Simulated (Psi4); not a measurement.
**Nuclear repulsion and electron count by hand**

System: Br$_{3}$Sb, triplet, at the geometry of the source list (a higher spin typed on purpose: for a closed-shell molecule this is an excited state) (all electrons, no relativity). Level: HF/STO-3G run with Psi4. Sums are taken with unrounded values, so a last digit can differ.

Coordinates (Å):

```
atom         x         y         z
----  --------  --------  --------
Sb1   -0.00080  -0.00100   0.98720
Br2    0.52170  -2.12260  -0.32890
Br3    1.57800   1.51330  -0.32940
Br4   -2.09900   0.61030  -0.32890
```

Task: Work out the nuclear repulsion energy and the numbers of alpha and beta electrons.

Result: In atomic units each pair adds Z_i Z_j / r_ij, with r in bohr (1 bohr = 0.529177 Å).
| pair | r (Å) | r (bohr) | Z_i Z_j | term (Eh) |
|---|---|---|---|---|
| Sb1-Br2 | 2.5507 | 4.8202 | 1785 | 370.3155 |
| Sb1-Br3 | 2.5533 | 4.8250 | 1785 | 369.9507 |
| Sb1-Br4 | 2.5511 | 4.8209 | 1785 | 370.2604 |
| Br2-Br3 | 3.7862 | 7.1549 | 1225 | 171.2104 |
| Br2-Br4 | 3.7864 | 7.1553 | 1225 | 171.2028 |
| Br3-Br4 | 3.7863 | 7.1550 | 1225 | 171.2092 |
The sum is 1624.1491 Eh; Psi4 gives 1624.1491 Eh. The atomic numbers add up to 156, so at charge +0 there are 156 electrons; multiplicity 3 means 2 unpaired, so 79 alpha and 77 beta.
